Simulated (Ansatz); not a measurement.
**Low-lying states of CrH**

Program: Ansatz, Gaussian basis, development build. State-averaged CASSCF with equal weights; occupations are averaged over the states; levels count from the state that is lowest in CASSCF. A minimal or small basis: far from the basis limit. Solutions may break the symmetry of the shape. No proof that the lowest CASSCF solution was found. The average may hold one member of a degenerate pair alone.

Geometry: bond length 1.6619 Å.

Basis def2-SVP, nonrelativistic, 9 orbitals frozen in the corrections; active space CAS(7,7). Averaged: 2 sextets. This solution's mean lies 0.16 eV over the lowest met.

CASSCF levels: sextet 0.00, sextet 1.36 eV.

(1) How does SC-NEVPT2 move them?

Geometry: bond length 2.4825 Å. A bond is stretched, to 1.46 times the sum of the covalent radii.

Basis def2-SVP, nonrelativistic, 9 orbitals frozen in the corrections; active space CAS(7,7). Averaged: 2 sextets.

CASSCF levels: sextet 0.00, sextet 1.82 eV.

(2) How does SC-NEVPT2 move them?

## Answers

(1) sextet 0.00, sextet 1.51 eV, in the same order of listing. The lowest state stays.

(2) sextet 0.00, sextet 1.80 eV, in the same order of listing. The lowest state stays.
